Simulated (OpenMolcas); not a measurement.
**3d2 ions of rising charge with 6 chloride ligands in octahedral coordination**

- Program: OpenMolcas 26.06
- Method: CASSCF
- Spin-orbit coupling: RASSI with atomic mean-field integrals over the reference wave functions

The d shell is active. Anionic complexes are neutralised by point charges behind the ligands. Distances were set from a Shannon-type radius of the metal (high-spin where two are listed) plus a fixed donor radius (Cl 1.76 Å). Ligand basis ANO-RCC-VDZP, DKH2 Hamiltonian. States (labels of O, the rotations of Oh). Energies in cm-1 above the lowest state or level, χT in cm3 K/mol; under a threefold ground state the first gap can be a small split of the lowest multiplet, not the spin-orbit step; 10Dq and B are least-squares fits to the states below 45000 cm-1, weighted by degeneracy, with a free offset, and given where the rms deviation is under 5 % of |10Dq| (or 100 cm-1) and under 700 cm-1. Spin-only χT is S(S+1) / 2 for the spin of the ground state.

```tsv
Ion	Shell	R (Å)	Metal basis	Outer charge (e at Å behind ligand)	Ground state	First state of that spin	10Dq	B (rms of fit)	First gap with spin-orbit (degeneracies)	χT at 300 K	First state of another spin	Spin-only χT
Ti2+	3d2	2.62	ANO-RCC-VTZP	0.67 at 2.6	3T1	3T2 5061	5948	835 (83)	5.2 (2, 3)	1.123	1T2 11506	1.000
V3+	3d2	2.4	ANO-RCC-VDZP	0.5 at 2.4	3T1	3T2 9093	10036	936 (221)	7.0 (2, 3)	0.897	1T2 13586	1.000
Cr4+	3d2	2.31	ANO-RCC-VTZP	0.33 at 2.6	3T1	3T2 14889			6.3 (2, 3)	0.757	1T2 14633	1.000
```

The rows also differ in their metal basis and outer charges, so part of each step comes from that.

|10Dq| changes by a factor of 10036 / 5948 = 1.69 from Ti2+ to V3+.

B goes from 835 cm-1 (Ti2+) to 936 cm-1 (V3+). In real complexes covalency offsets the rise of B with charge, which this model largely misses.

χT departs most from the spin-only value for Cr4+, by -0.243 cm3 K/mol.

An orbital triplet at a regular site is open to Jahn-Teller coupling, which can distort the site and quench the lowest spin-orbit gaps and is left out. Without dynamic correlation the repulsion within the d shell is too large (B by tens of per cent), so at a given field states of lower spin stand too high. Ligand-to-metal charge-transfer states are missing. With no ligand orbital active B as a rule stays too high, so bands that hang on it stand too high and its fall with covalency is understated. With metal d orbitals alone and no dynamic correlation the field as a rule comes out too small, by tens of per cent, by up to half for chloride and softer ligands. The least metal-like active orbital is 74 % on the metal (Löwdin) and no ligand orbital is active, so the numbers are rough (holds for Cr4+). No measured value stands beside these numbers; the geometry is a model, was not optimised and need not be the one that this ion takes.
